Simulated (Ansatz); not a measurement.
`Cl[SiH](Cl)[O][GeH3]` + GeH₄ → `Cl[SiH](Cl)[GeH3]` + `[OH][GeH3]`  (formal exchange of groups at the Si–O bond)

Gas-phase electronic energies from Ansatz, PBE0-D4/def2-TZVP geometries. CBS: MP2 limit from def2 TZ/QZ plus the TZ coupled-cluster correction, frozen cores. Functionals use def2-TZVPP. For Ge outer-core shells are correlated without core-valence functions, which leaves a few kJ/mol of doubt a bond. Scalar relativity is left out up to krypton. Each species was taken in one conformer, which may not be the lowest.

```
             level  ΔE (kJ/mol)
            B97M-V        127.0
          PBE-QIDH        119.1
           r2SCANh        119.0
SCS-MP2/def2-QZVPP        129.4
```

(1) What does CCSD(T)/CBS give? (Estimate.)

Largest T1 diagnostic among the species: 0.012.

Results:

(1) Ansatz gave: +121.0 kJ/mol. The listed levels differ from it by 6.0, -1.9, -2.0, 8.4 kJ/mol.

The D4 term adds +4.1 kJ/mol with B3LYP and +2.3 kJ/mol with PBE0; it sums over pairs of atoms, weighted by their polarisabilities, and B3LYP, whose exchange is more repulsive, gets the larger term. From BLYP to BHLYP (50 % exact exchange), in def2-TZVPP and without D4, ΔE moves by +19.8 kJ/mol.

B3LYP here is the variant with VWN-RPA as its local correlation; programs differ in this.
